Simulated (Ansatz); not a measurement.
Relaxation of FHSeZn (4 atoms, charge 0, multiplicity 1), to a largest force component of 0.015 eV/Å in at most 40 steps.

Theory: RKS PBE0/def2-SVP (Ansatz).

```xyz
4
Properties=species:S:1:pos:R:3
F -2.170 0.990 0.132
Zn -0.463 0.862 0.068
Se 0.625 -1.121 -0.082
H 2.008 -0.731 -0.118
```

Where does it end, and by what steps?

The run converged. After 8 steps the energy has fallen by 0.659 eV; Zn2 moved furthest, 0.68 Å.

```csv
step,energy less start (eV),largest force component (eV/Å),accepted
0,0.0000,1.322,yes
1,-0.3239,0.650,yes
2,-0.4919,1.290,yes
3,-0.6195,0.419,yes
4,-0.6470,0.456,yes
5,-0.6553,0.166,yes
6,-0.6582,0.054,yes
7,-0.6583,0.070,yes
8,-0.6586,0.003,yes
```

```xyz
4
Properties=species:S:1:pos:R:3
F -1.979 1.483 0.152
Zn -0.752 0.247 0.042
Se 0.834 -1.374 -0.101
H 1.897 -0.355 -0.093
```

Run time: 38 s on 1 thread of Arm Neoverse V1 (shared host), peak memory 0.18 GiB.
